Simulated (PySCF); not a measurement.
Sb: excitation energy

Sb [Kr] 4d10 5s2 5p3 (4S) → Sb [Kr] 4d10 5s1 5p4 (4P), as a difference of total energies. Calculation: PySCF 2.14, in x2c-QZVPPall (13s9p7d4f1g, 112 functions); the spin-free X2C one-electron Hamiltonian (Gaussian nucleus). Correlated levels: valence: [Kr] 4d10 frozen. The calculations carry no spin-orbit coupling.

```
           method  excitation energy (cm⁻¹)
              UHF                     59622
    MP2 (valence)                     60114
SCS-MP2 (valence)                     60196
   CCSD (valence)                     56843
CCSD(T) (valence)                     55631
```

A first-order spin-orbit estimate (lowest level to lowest level, LS coupling) adds -0.199 eV.

The coupled-cluster amplitudes are large for the upper state (T1 above 0.03 or a double amplitude above 0.15), so a single reference is strained.
